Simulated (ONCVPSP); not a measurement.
# Which change was made? (C, ONCV)

C, optimised norm-conserving Vanderbilt (ONCV), made with ONCVPSP 4.0.1 (PBE, scalar-relativistic). Core [He], reference 2s1.5 2p2.5. Waves: 2s: rc 1.35 bohr, ncon 4, nbas 7, qcut 3.9 1/bohr, local; 2p: rc 2.60 bohr, ncon 4, nbas 8, qcut 4.2 1/bohr, 2 projectors, debl 3 Ha. Local part: the s channel. Core correction: Teter function, fcfact 4, rcfact 1.25.

Cutoffs, loose and tight: the cutoffs (Ha) at which the residual kinetic energy of the hardest occupied pseudo-wave falls to 1 and 0.1 mHa per electron. They do not see the model core or the augmentation charge, which bear on the density cutoff. Test errors are all-electron minus pseudo excitation energies from the reference, over the configurations 2s2 2p2; 2s2 2p1; 2s2 2p0; 2s0 2p4; variants that change the core or the reference have their own tests. The largest error is taken over the tests solved by every variant that gives reliable tests at all, those not shown here included: 2s2 2p0; 2s2 2p1; 2s2 2p2.

The base gives: outcome: generated; cutoff, loose: 50 Ha; cutoff, tight: 66 Ha; bound ghosts: none; GHOST(+) flags above zero: none; largest test error (meV): +1371.

**Question.** After one change the result is: outcome: generated; cutoff, loose: 7.0 Ha; cutoff, tight: 32 Ha; bound ghosts: none; GHOST(+) flags above zero: p; largest test error (meV): +2493. Which change was it?
A. all radii but the core radius scaled by about 0.78 (s 1.06, p 2.04 bohr)
B. all radii but the core radius scaled by about 1.33 (s 1.80, p 3.46 bohr)
C. all radii but the core radius scaled by about 1.07 (s 1.44, p 2.78 bohr)
D. all radii but the core radius scaled by about 0.93 (s 1.26, p 2.42 bohr)

**Answer.** B. The others give: all radii but the core radius scaled by about 1.07 (s 1.44, p 2.78 bohr) → outcome: generated; cutoff, loose: 41 Ha; cutoff, tight: 57 Ha; bound ghosts: none; GHOST(+) flags above zero: none; largest test error (meV): +1584 | all radii but the core radius scaled by about 0.78 (s 1.06, p 2.04 bohr) → outcome: generated; cutoff, loose: 79 Ha; cutoff, tight: 104 Ha; bound ghosts: none; GHOST(+) flags above zero: none; largest test error (meV): +765 | all radii but the core radius scaled by about 0.93 (s 1.26, p 2.42 bohr) → outcome: generated; cutoff, loose: 58 Ha; cutoff, tight: 75 Ha; bound ghosts: none; GHOST(+) flags above zero: none; largest test error (meV): +1165.
